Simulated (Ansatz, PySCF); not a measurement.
Gas-phase reaction R1 + R2 → P1 + P2, each structure at its B3LYP-D3(BJ)/def2-TZVP stationary point, reached from a drawn start (curvature not checked).
R1, SiH4 (SMILES [SiH4]) (charge 0, multiplicity 1):
```xyz
5

Si     0.0000     0.0000     0.0000
H     -0.1692     1.2234    -0.8159
H     -0.7439     0.1479     1.2712
H      1.4370    -0.2047     0.2902
H     -0.5239    -1.1666    -0.7455
```
P1, Si2H6 (SMILES [SiH3][SiH3]) (charge 0, multiplicity 1):
```xyz
8

Si    -1.1661     0.1185    -0.0175
Si     1.1661    -0.1185     0.0175
H     -1.7630    -0.8118    -1.0064
H     -1.5367     1.5059    -0.3883
H     -1.7339    -0.1825     1.3192
H      1.5367    -1.5059     0.3883
H      1.7630     0.8118     1.0064
H      1.7339     0.1825    -1.3192
```
R2, BrH3Si (SMILES [SiH3]Br) (charge 0, multiplicity 1):
```xyz
5

Si    -0.16854     0.00748    -0.00199
Br     2.06448    -0.09165     0.02437
H     -0.56777     1.39555    -0.30378
H     -0.66667    -0.39868     1.32620
H     -0.66149    -0.91269    -1.04481
```
P2: HBr (SMILES Br), charge 0, multiplicity 1.

P less R. No zero-point or thermal terms; no spin–orbit coupling.

Cores are frozen in the correlated methods. In cc and def2 sets filled d and f shells under p-block atoms count as core. CBS(a, b) extrapolates the correlation energy as X⁻³ and adds the Hartree–Fock energy of set b.

The values were computed with Ansatz (a first-principles code); PySCF for the D3/D4 terms. All values are computed, each at the level named.

PBE/def2-TZVPP gives 74.4 kJ/mol for the reaction energy.

**Question.** Where do these levels fall relative to PBE: PBE-D3(BJ)/def2-TZVPP, r2SCAN/def2-TZVPP, PBE0/def2-TZVPP, wB97M-V/def2-TZVPP, B2PLYP/def2-TZVPP, MP2/CBS(def2-TZVPP, def2-QZVPP), CCSD(T)/CBS(def2-TZVPP, def2-QZVPP).

**Answer.** PBE-D3(BJ)/def2-TZVPP -1.1; r2SCAN/def2-TZVPP 10.6; PBE0/def2-TZVPP 5.9; wB97M-V/def2-TZVPP 18.4; B2PLYP/def2-TZVPP 17.4; MP2/CBS(def2-TZVPP, def2-QZVPP) 24.2; CCSD(T)/CBS(def2-TZVPP, def2-QZVPP) 15.5 kJ/mol. 6 of 7 lie above PBE; the widest gap is to MP2/CBS(def2-TZVPP, def2-QZVPP).
